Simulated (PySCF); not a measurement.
PySCF input file for C₃H₅BO₂, SMILES OB1CC=CO1, B3LYP/pcSseg-1. The structure is a stationary point at PBE-D3(BJ)/def2-SVP. One conformer was computed; it need not be the lowest.

```python
import numpy as np
from pyscf import gto, scf, dft
from pyscf.prop.nmr import rks as nmr

mol = gto.M(
    atom='''
    O    -0.11115640   -2.11802279    0.00000000
    B     0.00338450   -0.76126981   -0.00000000
    C     1.26688624    0.21575914   -0.00000000
    C     0.54914734    1.54593377    0.00000000
    C    -0.78370760    1.33186399   -0.00000000
    O    -1.16790216   -0.00077477   -0.00000000
    H     0.75723412   -2.55433241   -0.00000000
    H     1.92701648    0.07885065   -0.88675023
    H     1.92701648    0.07885064    0.88675022
    H     1.02217935    2.53725667    0.00000001
    H    -1.61185628    2.05476256    0.00000000
    ''',
    basis='pcSseg-1',
    charge=0,
    spin=0,
    max_memory=1600,
    verbose=3,
)
mf = dft.RKS(mol, xc='b3lyp')
mf.grids.level = 3
mf.conv_tol = 1e-10
mf.max_cycle = 100
mf.kernel()
n = nmr.NMR(mf)
n.verbose = 2
n.max_cycle_cphf = 60
sigma = n.kernel()
print('atom   isotropic/ppm   span/ppm')
for i, s in enumerate(sigma):
    w = np.linalg.eigvalsh((s + s.T) / 2)
    print(f'{mol.atom_symbol(i):2s}{i + 1:3d} {w.mean():14.3f} {w[2] - w[0]:11.3f}')
```

Program output:

```
converged SCF energy = -292.686643209871
atom   isotropic/ppm   span/ppm
O   1        201.065     223.161
B   2         57.972      41.495
C   3        161.260      24.078
C   4         63.160     182.419
C   5         17.712     170.945
O   6        103.186     297.346
H   7         26.974      13.658
H   8         29.681      10.021
H   9         29.681      10.021
H  10         25.870       2.635
H  11         24.537       4.047
```

Self-consistency was reached.

Cost: about 50 core-seconds (a rough figure).
